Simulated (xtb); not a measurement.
GaO, doublet, from a rough starting geometry (GFN-xTB shapes and energies of metal compounds can be far from the true ones); GFN2-xTB (xtb).

xtb was given this input:
```
$ xtb mol.xyz --gfn 2 --uhf 1 --opt vtight --json

# file mol.xyz
2

Ga     0.07492877    -0.03239802    -0.82790733
O     -0.02563672     0.09825061     0.82746898
```

Task: What does xtb print? Leave out banner, timings and long lists.

Result: 
```
   ID    Z sym.   atoms
    1   31 Ga     1
    2    8 O      2

           -------------------------------------------------
          |                Calculation Setup                |
           -------------------------------------------------

           -------------------------------------------------
          |                 G F N 2 - x T B                 |
           -------------------------------------------------

          ...................................................
          :                      SETUP                      :
          :.................................................:
          :  # basis functions                  14          :
          :  # atomic orbitals                  13          :
          :  # shells                            5          :
          :  # electrons                         9          :
          :  max. iterations                   250          :
          :  Hamiltonian                  GFN2-xTB          :
          :  restarted?                      false          :
          :  GBSA solvation                  false          :
          :  PC potential                    false          :
          :  electronic temp.          300.0000000     K    :
          :  accuracy                    1.0000000          :
          :  -> integral cutoff          0.2500000E+02      :
          :  -> integral neglect         0.1000000E-07      :
          :  -> SCF convergence          0.1000000E-05 Eh   :
          :  -> wf. convergence          0.1000000E-03 e    :
          :  Broyden damping             0.4000000          :
          :  net charge                          0          :
          :  unpaired electrons                  1          :
          ...................................................

 iter      E             dE          RMSdq      gap      omega  full diag
   1     -5.2483511 -0.524835E+01  0.255E+01    6.58       0.0  T
   2     -5.2495516 -0.120046E-02  0.162E+01    6.29       1.0  T
   3     -5.2498264 -0.274838E-03  0.878E-01    5.93       1.0  T
   4     -5.2498905 -0.640148E-04  0.413E-01    5.97       1.0  T
   5     -5.2498995 -0.905150E-05  0.194E-01    6.04       1.0  T
   6     -5.2499031 -0.361476E-05  0.130E-01    6.04       1.0  T
   7     -5.2499061 -0.296241E-05  0.135E-02    6.03       5.2  T
   8     -5.2499061 -0.185924E-07  0.557E-03    6.03      12.7  T
   9     -5.2499061 -0.474020E-08  0.734E-04    6.03      96.3  T
  10     -5.2499061 -0.624665E-10  0.305E-04    6.03     231.7  T

   *** convergence criteria satisfied after 10 iterations ***

         :::::::::::::::::::::::::::::::::::::::::::::::::::::
         ::                     SUMMARY                     ::
         :::::::::::::::::::::::::::::::::::::::::::::::::::::
         :: total energy              -5.240285052587 Eh    ::
         :: gradient norm              0.011156658052 Eh/a0 ::
         :: HOMO-LUMO gap              6.025924739043 eV    ::
         ::.................................................::
         :: SCC energy                -5.249906106372 Eh    ::
         :: -> isotropic ES            0.034151830902 Eh    ::
         :: -> anisotropic ES          0.008692281563 Eh    ::
         :: -> anisotropic XC          0.000533199009 Eh    ::
         :: -> dispersion             -0.000474889672 Eh    ::
         :: repulsion energy           0.009621053785 Eh    ::
         :: add. restraining           0.000000000000 Eh    ::
         :: total charge               0.000000000027 e     ::
         :::::::::::::::::::::::::::::::::::::::::::::::::::::

      -----------------------------------------------------------
     |                   =====================                   |
     |                        A N C O P T                        |
     |                   =====================                   |
     |               Approximate Normal Coordinate               |
     |                Rational Function Optimizer                |
      -----------------------------------------------------------
      -----------------------------------------------------------
     |                   =====================                   |
     |                        A N C O P T                        |
     |                   =====================                   |
     |               Approximate Normal Coordinate               |
     |                Rational Function Optimizer                |
      -----------------------------------------------------------

          ...................................................
          :                      SETUP                      :
          :.................................................:
          :   optimization level         verytight          :
          :   max. optcycles                   200          :
          :   ANC micro-cycles                  20          :
          :   degrees of freedom                 1          :
          :.................................................:
          :   RF solver                   davidson          :
          :   write xtbopt.log                true          :
          :   linear (good luck)              true          :
          :   energy convergence         0.1000000E-06 Eh   :
          :   grad. convergence          0.2000000E-03 Eh/α :
          :   maxmium RF displ.          1.0000000          :
          :   Hlow (freq-cutoff)         0.1000000E-01      :
          :   Hmax (freq-cutoff)         5.0000000          :
          :   S6 in model hess.         20.0000000          :
          ...................................................

generating ANC from exact Hessian ...
Using Lindh-Hessian (1995)
 Shifting diagonal of input Hessian by    0.0000000000000000
 Lowest  eigenvalues of input Hessian
    0.000000    0.000000    0.000000    0.000000    0.000000    1.279794
 Highest eigenvalues
    0.000000    0.000000    0.000000    0.000000    0.000000    1.279794

[...]
 * total energy  :    -5.2402851 Eh     change       -0.1054978E-10 Eh
 * total energy  :    -5.2403647 Eh     change       -0.7968003E-04 Eh
 * total energy  :    -5.2404161 Eh     change       -0.5141144E-04 Eh
 * total energy  :    -5.2404163 Eh     change       -0.1314428E-06 Eh
 * total energy  :    -5.2404163 Eh     change       -0.5893001E-07 Eh
   *** GEOMETRY OPTIMIZATION CONVERGED AFTER 5 ITERATIONS ***
[...]
           -------------------------------------------------

          ...................................................
          :                      SETUP                      :
          :.................................................:
          :  # basis functions                  14          :
          :  # atomic orbitals                  13          :
          :  # shells                            5          :
          :  # electrons                         9          :
          :  max. iterations                   250          :
          :  Hamiltonian                  GFN2-xTB          :
          :  restarted?                      false          :
          :  GBSA solvation                  false          :
          :  PC potential                    false          :
          :  electronic temp.          300.0000000     K    :
          :  accuracy                    1.0000000          :
          :  -> integral cutoff          0.2500000E+02      :
          :  -> integral neglect         0.1000000E-07      :
          :  -> SCF convergence          0.1000000E-05 Eh   :
          :  -> wf. convergence          0.1000000E-03 e    :
          :  Broyden damping             0.4000000          :
          :  net charge                          0          :
          :  unpaired electrons                  1          :
          ...................................................

 iter      E             dE          RMSdq      gap      omega  full diag
   1     -5.2515440 -0.525154E+01  0.980E-06    6.06       0.0  T
   2     -5.2515440 -0.976996E-14  0.707E-06    6.06   10007.8  T
   3     -5.2515440 -0.142109E-13  0.351E-06    6.06   20135.5  T

   *** convergence criteria satisfied after 3 iterations ***

         :::::::::::::::::::::::::::::::::::::::::::::::::::::
         ::                     SUMMARY                     ::
         :::::::::::::::::::::::::::::::::::::::::::::::::::::
         :: total energy              -5.240416334442 Eh    ::
         :: gradient norm              0.000000659818 Eh/a0 ::
         :: HOMO-LUMO gap              6.064767244563 eV    ::
         ::.................................................::
         :: SCC energy                -5.251544048960 Eh    ::
         :: -> isotropic ES            0.033976007370 Eh    ::
         :: -> anisotropic ES          0.008507651944 Eh    ::
         :: -> anisotropic XC          0.000528804872 Eh    ::
         :: -> dispersion             -0.000474640151 Eh    ::
         :: repulsion energy           0.011127714518 Eh    ::
         :: add. restraining           0.000000000000 Eh    ::
         :: total charge               0.000000000011 e     ::
         :::::::::::::::::::::::::::::::::::::::::::::::::::::

           -------------------------------------------------
          |                Property Printout                |
           -------------------------------------------------

    * Orbital Energies and Occupations

         #    Occupation            Energy/Eh            Energy/eV
      -------------------------------------------------------------
         1        2.0000           -0.6390560             -17.3896
         2        2.0000           -0.5186814             -14.1140
         3        2.0000           -0.4468127             -12.1584
         4        2.0000           -0.4468127             -12.1584
         5        1.0000           -0.3988616             -10.8536 (HOMO)
         6                         -0.1759855              -4.7888 (LUMO)
         7                         -0.1759855              -4.7888
         8                         -0.0760604              -2.0697
         9                         -0.0523036              -1.4233
        10                         -0.0523036              -1.4233
        11                          0.0753523               2.0504
        12                          0.0753523               2.0504
        13                          0.5967791              16.2392
      -------------------------------------------------------------
                  HL-Gap            0.2228761 Eh            6.0648 eV
             Fermi-level           -0.3549720 Eh           -9.6593 eV

     #   Z          covCN         q      C6AA      α(0)
     1  31 Ga       0.759     0.396   320.279    45.777
     2   8 O        0.759    -0.396    21.650     6.236

 Mol. C6AA /au·bohr⁶  :        480.968392
 Mol. C8AA /au·bohr⁸  :      43064.619907
 Mol. α(0) /au        :         52.013228

Wiberg/Mayer (AO) data.
largest (>0.10) Wiberg bond orders for each atom

 ---------------------------------------------------------------------------
     #   Z sym  total        # sym  WBO       # sym  WBO       # sym  WBO
 ---------------------------------------------------------------------------
     1  31 Ga   1.867 --     2 O    1.867
     2   8 O    1.867 --     1 Ga   1.867
 ---------------------------------------------------------------------------

Topologies differ in total number of bonds
Writing topology from bond orders to xtbtopo.mol

molecular dipole:
                 x           y           z       tot (Debye)
 q only:        0.075      -0.097      -1.227
   full:        0.124      -0.161      -2.041       5.213
molecular quadrupole (traceless):
                xx          xy          yy          xz          yz          zz
 q only:        0.012       0.000      -0.016      -0.086      -0.114       0.004
  q+dip:       -1.231      -0.018      -1.269      -0.371       0.106       2.499
   full:        0.071       0.001       0.023      -0.133      -0.202      -0.095

optimized geometry written to: xtbopt.xyz

           -------------------------------------------------
          | TOTAL ENERGY               -5.240416334442 Eh   |
          | GRADIENT NORM               0.000000659818 Eh/α |
          | HOMO-LUMO GAP               6.064767244563 eV   |
           -------------------------------------------------
```
